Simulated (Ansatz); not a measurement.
A nudged elastic band was laid between two geometries of ClH + FGeH3O3 (10 atoms, charge 0, multiplicity 1).

The calculation used Ansatz 0.2.0, RKS PBE0-D4/def2-SVP.

| Quantity | Value |
| --- | --- |
| movable images | 5 |
| climbing image | yes |
| spring | 5.0 eV/Å² |
| optimiser | quadratic models (default) |
| start path | through a guess of the saddle point |
| force threshold | 0.03 eV/Å |
| iteration limit | 60 |
| end points | relaxed |

Initial state:

```xyz
10
Properties=species:S:1:pos:R:3
Ge -0.310 -0.391 0.189
O -0.824 -0.009 1.797
H -0.350 0.761 2.156
O 1.419 -0.054 0.046
H 1.789 -0.213 -0.832
F -1.121 0.608 -0.966
O -0.586 -2.051 -0.254
H -1.519 -2.286 -0.312
Cl 1.550 2.184 2.068
H 1.803 1.278 1.152
```

Final state:

```xyz
10
Properties=species:S:1:pos:R:3
Ge 0.898 0.087 -0.098
O -1.374 -0.014 2.079
H -1.533 0.659 1.400
O 1.734 -0.080 -1.614
H 1.458 -0.877 -2.082
F -0.429 1.207 -0.277
O 0.241 -1.431 0.422
H -0.411 -1.228 1.130
Cl 2.178 1.042 1.308
H -0.912 0.462 2.778
```

**Question.** Which bonds break or form, and what moves?

**Answer.** Bonds broken: Ge1–O2, Cl9–H10. Bonds formed: Ge1–Cl9, O2–H10. ClH + FGeH3O3 becomes ClFGeH2O2 + H2O.

**Question.** Give the energies along the band, and the barrier.

**Answer.** The run converged. The highest image is number 3 of 0 to 6, 0.84 eV above the first end and 1.33 eV above the last; the last end lies 0.50 eV below the first. A vibrational analysis at the climbing image gives one clearly imaginary mode, 622i cm⁻¹: a first-order saddle point. The orbitals stay closed-shell, which can raise the energy where a bond breaks towards radicals; this wasn't checked here.

```json
{"image": "0", "path coordinate (Å)": "0.00", "energy (eV)": "0.00", "Ge1–O2 (Å)": "1.73", "Cl9–H10 (Å)": "1.31", "Ge1–Cl9 (Å)": "3.69"}
{"image": "1", "path coordinate (Å)": "1.32", "energy (eV)": "0.22", "Ge1–O2 (Å)": "1.74", "Cl9–H10 (Å)": "1.29", "Ge1–Cl9 (Å)": "3.71"}
{"image": "2", "path coordinate (Å)": "2.64", "energy (eV)": "0.24", "Ge1–O2 (Å)": "1.76", "Cl9–H10 (Å)": "1.30", "Ge1–Cl9 (Å)": "3.71"}
{"image": "3", "path coordinate (Å)": "3.95", "energy (eV)": "0.84", "Ge1–O2 (Å)": "1.88", "Cl9–H10 (Å)": "1.54", "Ge1–Cl9 (Å)": "2.62"}
{"image": "4", "path coordinate (Å)": "5.39", "energy (eV)": "0.24", "Ge1–O2 (Å)": "2.29", "Cl9–H10 (Å)": "2.14", "Ge1–Cl9 (Å)": "2.23"}
{"image": "5", "path coordinate (Å)": "6.84", "energy (eV)": "-0.42", "Ge1–O2 (Å)": "3.02", "Cl9–H10 (Å)": "2.41", "Ge1–Cl9 (Å)": "2.15"}
{"image": "6", "path coordinate (Å)": "8.28", "energy (eV)": "-0.50", "Ge1–O2 (Å)": "3.15", "Cl9–H10 (Å)": "3.47", "Ge1–Cl9 (Å)": "2.13"}
```

**Question.** What is the geometry of the highest image?

**Answer.** 
```xyz
10
Properties=species:S:1:pos:R:3:forces:R:3
Ge 0.137 0.061 0.067 0.00 0.00 0.00
O -0.154 0.137 1.927 -0.01 0.00 0.00
H -1.090 0.096 2.174 0.00 0.00 0.00
O 1.758 -0.341 -0.451 0.00 0.00 0.00
H 1.708 -1.136 -1.000 0.00 0.00 0.00
F -0.845 1.179 -0.788 0.00 0.00 0.00
O -0.829 -1.391 -0.237 0.00 0.00 0.00
H -0.515 -2.157 0.255 0.00 0.00 0.00
Cl 1.262 2.173 1.123 0.00 0.00 0.00
H 0.417 1.205 1.975 0.00 0.00 0.00
```

**Question.** What are the harmonic wavenumbers there?

**Answer.** 622i, 96, 135, 192, 209, 225, 266, 277, 303, 382, 451, 544, 666, 721, 747, 781, 853, 883, 977, 1116, 1557, 3823, 3848, 3902 cm⁻¹.

The band took 30 iterations and about 22 core-minutes.

The run took 5.9 min on 4 threads of Arm Neoverse V1 (shared host), peak memory 0.35 GiB.
